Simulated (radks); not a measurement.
Task: The mean radii <r> (bohr) of the occupied orbitals of an atom or ion are listed with their occupations. Method: Dirac Kohn-Sham, XLYP, spin-unpolarised, spherical densities, finite nucleus; Fermi nuclear charge, rms radius of each element as measured or else 0.836 A^(1/3) + 0.57 fm; computed with a radial shooting solver on a logarithmic mesh with Libxc functionals.

orbital  occ.      <r>
1s1/2       2  0.02558
2s1/2       2   0.1093
2p1/2       2  0.09192
2p3/2       4  0.09791
3s1/2       2   0.2917
3p1/2       2   0.2815
3p3/2       4   0.2935
3d3/2       4   0.2644
3d5/2       6   0.2681
4s1/2       2   0.6739
4p1/2       2   0.6969
4p3/2       4   0.7242
4d3/2       4   0.7950
4d5/2       6   0.8050
5s1/2       2    1.638
5p1/2       2    1.865
5p3/2       4    1.953
6s1/2       2    4.780

Name the element and its charge. Open shells, if any, fill j = l - 1/2 first.

Result: Z = 56, barium, charge 0: Ba in [Xe] 6s2. The 1s radius gives Z: for a bare nucleus <r> = (2 gamma + 1)/(2Z) with gamma = sqrt(1 - (Z/c)^2), 0.02523 bohr for Z = 56, and screening makes it slightly larger (0.02558 here). The occupations add up to 56, and the charge is Z minus that.
